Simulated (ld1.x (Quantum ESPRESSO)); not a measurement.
Mn TM: all-electron and pseudo phase curves

Mn, norm-conserving Troullier–Martins (Kleinman–Bylander form), made with ld1.x (Quantum ESPRESSO) 7.5 (PBEsol, scalar-relativistic). Core [Ar], reference 3d6 4s1 4p0. Waves: 4s (bound): rc 2.60 bohr; 4p (bound, empty): rc 3.10 bohr; 3d (bound): rc 1.00 bohr. Local part: all-electron potential smoothed inside 0.75 bohr (lloc = -1). Core correction: none.

The phase is arctan(r·u′/u) with u = r·R(r), unwrapped; energies in Ry, scanned from -2 to 5 Ry. A pole is an energy at which the radial function vanishes at the test radius. The pseudo phase is shifted by a multiple of π to meet the all-electron one at the reference energy, and phase errors are pseudo minus all-electron; the curves can meet again beyond the range given. Levels narrower than the energy grid can be missing from the lists of poles.

| channel | radius (bohr) | reference energy (Ry) | poles, all-electron | poles, pseudo | unbroken range about the reference energy with phases within 0.05 rad | phase error 1 Ry above the reference energy (rad) |
| --- | --- | --- | --- | --- | --- | --- |
| s | 3.36 | -0.30 | 0.48 | 0.45, 2.12 | below 1.0 | -0.018 |
| p | 3.36 | -0.07 | 1.17 | 1.12, 4.52 | below 1.9 | -0.009 |
| d | 3.36 | -0.25 | -0.18, 2.46 | -0.18, 2.46 | below 4.3 | +0.001 |

Note: ghost states, extra bound levels that the all-electron valence spectrum of the same l lacks: s at -306.4 eV, p at -91.0 eV. A true bound ghost makes a file unfit for plane-wave use.

Phases in the p channel:

| E (Ry) | all-electron | pseudo |
| --- | --- | --- |
| -2.00 | 1.344 | 1.343 |
| -1.52 | 1.304 | 1.303 |
| -1.04 | 1.234 | 1.233 |
| -0.56 | 1.069 | 1.068 |
| -0.08 | 0.332 | 0.332 |
| 0.40 | -1.171 | -1.175 |
| 0.88 | -1.489 | -1.498 |
| 1.36 | -1.612 | -1.629 |
| 1.84 | -1.705 | -1.747 |
| 2.32 | -1.827 | -1.986 |
| 2.80 | -2.134 | -3.467 |
| 3.28 | -3.554 | -4.434 |
| 3.76 | -4.361 | -4.604 |
| 4.24 | -4.542 | -4.680 |
| 4.72 | -4.622 | -4.733 |
